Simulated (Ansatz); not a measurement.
## Redistribution: CHBr3 + C2H3F2I → CHBr2I + C2H3BrF2

Species: CHBr3 (bromoform) `BrC(Br)Br`, singlet; C2H3F2I `FCC(F)I`, singlet; CHBr2I (dibromoiodomethane) `BrC(Br)I`, singlet; C2H3BrF2 `FCC(F)Br`, singlet. The partners trade Br for I; both sit on C, so the bond types are kept.

Shapes, held fixed at every level: PBE0-D4/def2-TZVP. Flexible molecules stand in one conformer, not always the lowest. Programs: Ansatz 0.2.0. Electronic energies: no zero-point or thermal term.

```
               level                    kind  ΔE (kJ/mol)  less CCSD(T)/def2-TZVPP  CPU time (sum over the molecules)
       HF/def2-TZVPP            Hartree–Fock         -3.9                     -2.8                                  –
   PBE-D4/def2-TZVPP                     GGA         +2.6                     +3.7                               31 s
r2SCAN-D4/def2-TZVPP                meta-GGA         +1.9                     +3.0                               61 s
 B3LYP-D4/def2-TZVPP           global hybrid         +0.1                     +1.2                               62 s
  PBE0-D4/def2-TZVPP           global hybrid         +0.5                     +1.6                               40 s
  wB97X-V/def2-TZVPP  range-separated hybrid         -0.8                     +0.3                            1.7 min
     CCSD/def2-TZVPP   coupled cluster or CI         -1.7                     -0.6                                  –
  CCSD(T)/def2-TZVPP   coupled cluster or CI         -1.1                      0.0                             26 min
```

The highest level, CCSD(T)/def2-TZVPP, gives ΔE = -1.1 kJ/mol; the levels span -3.9 to +2.6. That is about zero within the method's error. They disagree on the sign: 4 of 8 are positive. The column of differences is taken from that level and isn't an error. No measured value is set beside it here. For atoms past krypton def2 sets carry core potentials with scalar relativity. Relativity is left out for Br. Outer-core shells of Br, I are correlated in most correlated rows, in sets that cover them unevenly. Times are processor times on shared x86 and Arm servers, and rough.
